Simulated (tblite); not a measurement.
Compound: C₆H₁₀NO (doublet state).
SMILES with atom numbers: `[H]/[C:1]=[CH:2]\[CH2:3][C:4](=[O:5])[N:6]([CH3:7])[CH3:8]` (hydrogens: H9 on C1; H10 on C2; H11, H12 on C3; H13, H14, H15 on C7; H16, H17, H18 on C8)

Structure used (GFN2-xTB), in Å, numbered top down from 1:
```xyz
18
C6H10NO angstrom
C      2.8351    0.8792   -0.0940
C      1.8069    1.1128    0.6465
C      0.9319    0.0585    1.3278
C     -0.5254    0.2786    0.9604
O     -1.2815    0.8582    1.7185
N     -0.9247   -0.1781   -0.2494
C     -0.0769   -0.8852   -1.1793
C     -2.3196   -0.0695   -0.6130
H      3.3956    0.0563   -0.4729
H      1.4812    2.1242    0.8598
H      1.2710   -0.9450    1.0751
H      1.0140    0.2098    2.4058
H      0.0178   -1.9429   -0.9113
H      0.9129   -0.4346   -1.2206
H     -0.5221   -0.8227   -2.1713
H     -2.7575   -1.0610   -0.7500
H     -2.8385    0.4452    0.1931
H     -2.4289    0.5025   -1.5367
```

Computed with GFN2-xTB (tblite): harmonic, unscaled wavenumbers at the GFN2-xTB geometry, gas phase. This tight-binding method is rough: wavenumbers can miss measured ones by several per cent, in bad cases by 10 to 20. One conformer, not necessarily the lowest. Open shells enter through the occupations alone, without spin polarisation, and single modes of such species can be off by tens of per cent.

Harmonic wavenumbers (cm⁻¹): 62.1, 89.1, 108.5, 115.3, 151.5, 207.6, 241.1, 287.9, 348.0, 402.7, 446.1, 567.0, 598.4, 673.1, 721.1, 773.1, 908.8, 947.2, 969.1, 1003.7, 1051.7, 1084.1, 1092.6, 1116.3, 1162.6, 1208.1, 1240.8, 1274.6, 1385.1, 1394.0, 1424.8, 1445.2, 1465.8, 1477.4, 1487.8, 1489.0, 1703.5, 1722.9, 2932.8, 2961.8, 2979.4, 2987.9, 3001.5, 3013.8, 3020.5, 3027.8, 3041.2, 3189.1.

A = 3234, B = 1551, C = 1162 MHz; mass 112.076 u (most abundant isotopes); point group C1, symmetry number 1; spin multiplicity 2.

What is the zero-point energy?

Half the sum of the wavenumbers: 32002 cm⁻¹ = 91.50 kcal/mol.

What is S at 350 K and 1 bar for an ideal gas of classical rigid rotors and harmonic oscillators?

Translation 40.88, rotation 28.88, vibration 33.20, spin (R ln 2) 1.38: S = 104.3 cal/(mol K).

And Cp and H(350 K) − H(0)?

Cp = 40.89 cal/(mol K), of which vibrations give 32.94 (their classical limit is 48 R = 95.4); H(350 K) − H(0) = 8.83 kcal/mol without the zero-point energy, 6.05 from vibrations.

How do the functions run with temperature in this model?

| T (K) | S (cal/(mol K)) | Cp (cal/(mol K)) | H − H(0) (kcal/mol) | G − H(0) (kcal/mol) | ln q(vib) |
| --- | --- | --- | --- | --- | --- |
| 150 | 78.1 | 23.7 | 2.39 | -9.32 | 2.86 |
| 250 | 92.1 | 32.1 | 5.18 | -17.85 | 5.49 |
| 298.15 | 98.2 | 36.3 | 6.83 | -22.44 | 6.71 |
| 400 | 110.1 | 45.1 | 10.98 | -33.05 | 9.24 |
| 600 | 131.2 | 59.4 | 21.51 | -57.22 | 14.04 |
| 900 | 158.2 | 73.5 | 41.62 | -100.77 | 20.77 |

q(vib) and H(0) count from the zero-point level.

Which modes carry the vibrational entropy at 350 K?

62.1 cm⁻¹: 4.71; 89.1 cm⁻¹: 3.99; 108.5 cm⁻¹: 3.61; 115.3 cm⁻¹: 3.49; 151.5 cm⁻¹: 2.96; 207.6 cm⁻¹: 2.36 cal/(mol K); the other 42 give 12.08 together.

What must be added to the electronic energy to get the Gibbs energy at 350 K and 1 bar?

ZPE + [H(350 K) − H(0)] − T·S = 91.50 + 8.83 − 36.52 = 63.81 kcal/mol.

Hindered rotation and anharmonicity are outside this model. Other conformers, if any are populated, would add a mixing term that is left out. The structure is chiral; the term R ln 2 for an equal mix with its mirror image is left out.
